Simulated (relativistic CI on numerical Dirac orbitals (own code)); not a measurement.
Method of calculation: Dirac-Coulomb-Breit CI, separate exchange-only KLI orbitals for each configuration, model QED, unscaled Slater integrals (own radial code, finite nucleus).

The strongest absorption lines from the ground level of an ion, among the configurations computed and to levels below about 1320 eV (vacuum wavelength in nm, gf): 1.9951 (0.021), 2.0088 (0.027), 2.1904 (0.0065), 2.3952 (1.6), 2.4583 (0.016), 2.4599 (1.7), 2.5708 (0.011), 2.6642 (0.44).

(1) Which ion is it?
A. Hg⁵⁸⁺
B. Hg⁵⁶⁺
C. Th⁶⁶⁺
D. Re⁵¹⁺

Results:

(1) B. Hg⁵⁶⁺ has 24 electrons and the ground level 3s²3p⁶3d⁶ ³F4; the strongest line goes to 3s²3p⁵3d⁷ ³F°4. The pattern of lines fixes the number of electrons, and along that sequence the line energies rise steadily with the charge (about as its square where n changes within one kind of shell, about linearly where n is kept but much faster in heavy ions where fine structure, which grows about as Z⁴, sets the gap, and irregularly where shells cross), which fixes Z. Configurations outside the model, such as inner-shell arrays, can give stronger lines. At this charge energies of transitions that change n are usually good to better than 1 %, and those within a shell (Δn = 0) to a few per cent.

LS names give the leading component of a level, which can be under half, so a name can repeat, a term be missing and a line seem to break the LS rules.
